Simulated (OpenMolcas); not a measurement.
## Ti I: CASPT2 settings compared

```yaml
Program: OpenMolcas
Basis: ANO-RCC-VDZ [5s4p2d]
Scalar_Hamiltonian: DKH2, point nucleus
Active_space: 4 electrons in 6 orbitals (3d 4s)
State_averaging: 2S+1 = 5 even, 10 roots; 2S+1 = 3 even, 48 roots kept (CI in the orbitals of an earlier block); 2S+1 = 1 even, 14 roots kept (CI in the orbitals of an earlier block)
Spin-orbit_coupling: RASSI with atomic mean-field integrals over the reference wave functions, term energies averaged over their components
```

Methods on the same reference wave functions:
A. CASSCF
B. SS-CASPT2, IPEA 0.35 Eh, imaginary shift 0.3 Eh (closed shells correlated: 2s 2p 3s 3p)
C. SS-CASPT2, IPEA 0.5 Eh, no level shift (closed shells correlated: 3s 3p)
D. SS-CASPT2, IPEA 0.35 Eh, real shift 0.15 Eh (closed shells correlated: 3s 3p)
E. MS-CASPT2, IPEA 0.35 Eh, real shift 0.15 Eh (closed shells correlated: 3s 3p)
F. MS-CASPT2, IPEA 0.5 Eh, no level shift (closed shells correlated: 3s 3p)

Energies in cm⁻¹ above 3d² 4s² ³F₂, the measured ground level; measured values from NIST Handbook of Basic Atomic Spectroscopic Data.

```tsv
Level	A	B	C	D	E	F	Measured
3d³ 4s ⁵F₁	-3729	10820	10670	10580	10580	10670	6557
3d³ 4s ⁵F₂	-3683	10870	10720	10630	10630	10720	6599
3d³ 4s ⁵F₃	-3613	10940	10790	10700	10700	10790	6661
3d³ 4s ⁵F₄	-3520	11030	10880	10790	10790	10880	6743
3d³ 4s ⁵F₅	-3406	11150	10990	10910	10910	10990	6843
3d² 4s² ³F₂	0.0	0.0	0.0	0.0	0.0	0.0	0.0
3d² 4s² ³F₃	139	139	139	139	139	139	170
3d² 4s² ³F₄	321	321	321	321	321	321	387
3d² 4s² ³P₀ [72 %]	7227	10010	10320	9910	5190	4790	8437
3d² 4s² ³P₁ [72 %]	7294	10050	10360	9950	5240	4840	8492
3d² 4s² ³P₂ [72 %]	7350	10140	10440	10030	5320	4920	
3d² 4s² ¹D₂	7728	6750	6650	6700	6720	6660	
3d³ 4s ¹G₄	10852	16160	16330	15970	15970	16330
```

A puts 3d³ 4s ⁵F₁ lowest.

Deviations, from unrounded energies. A percentage is the sum of absolute deviations over the sum of measured energies, with the sign that they share, or ± where signs differ.

```tsv
Against measurement	Levels	A	B	C	D	E	F
mean absolute deviation (cm-1)	9	6000	2700	2700	2600	3000	3100
fine structure of the ground term (%)	2	-17.5	-17.4	-17.4	-17.4	-17.4	-17.4
other terms of the ground configuration (%)	2	-14.2	+18.5	+22.1	+17.3	-38.4	-43.1
other configurations (%)	5	-153.7	+64.1	+61.8	+60.5	+60.5	+61.8
```

D lies closest to measurement on these levels and A furthest from it. The largest miss of D in the table is 3d³ 4s ⁵F₅, by +4100 cm-1. The ranking rests on the paired levels alone, and a cruder setting can come out closer through cancelling errors.

Among B to F the level of the table that moves most is 3d² 4s² ³P₀ [72 %], by 5500 cm-1 (lowest in F, highest in C). Moves below CASPT2's spread within the term are not significant.

The mean deviations of B to F differ by less than CASPT2's widest spread within a term (1900 cm-1), so their order carries little weight.

From A to B the spin-free energies of the other terms of 3d² 4s² shown, above ³F, scale by factors of 0.88 to 1.39.

The lowest spin-free term lies below A's lowest term by 0.244 hartree in B, 0.226 hartree in C, 0.229 hartree in D, 0.229 hartree in E, 0.226 hartree in F.

Term energies are means over components that CASPT2 splits; among the terms shown or strongly mixed into the levels shown the widest spread is 1900 cm-1 (3d² 4s² ³F, F). Over all roots computed the reference weight is 0.89 to 0.96 in C, 0.89 to 0.96 in F; the roots of lowest weight are the least certain, and an intruder state may touch them. Terms from blocks run as CI alone lack orbitals of their own. Configurations are named by rounded mean occupations; where the s occupation lies near a half they are strongly mixed, a name can repeat and a true partner stay unpaired. A single d shell beside an s shell can misplace configurations of different d count against each other. Without dynamic correlation excited terms often stand tens of per cent too high (terms of higher spin than the ground term too low), and those without a measured partner can miss by more than the paired ones (holds for A). The lowest computed level is not the ground level that NIST lists (3F2) (holds for A). Some terms miss by over 15 % even with CASPT2, which points to a basis or an active space too small for the shells correlated (holds for B; C; D; E; F). Computed and measured levels are paired by configuration, term and J; levels that our copy of the source lacks, or whose pairing is in doubt (as where it misses far off the trend of its configuration), stay unpaired and out of the deviations. Levels of configurations outside the active space are missing. Levels that lie high or do not pair safely by name in every column are left out.

A share in square brackets marks a mixed level and gives the weight of the term that names it, the lowest over the columns.
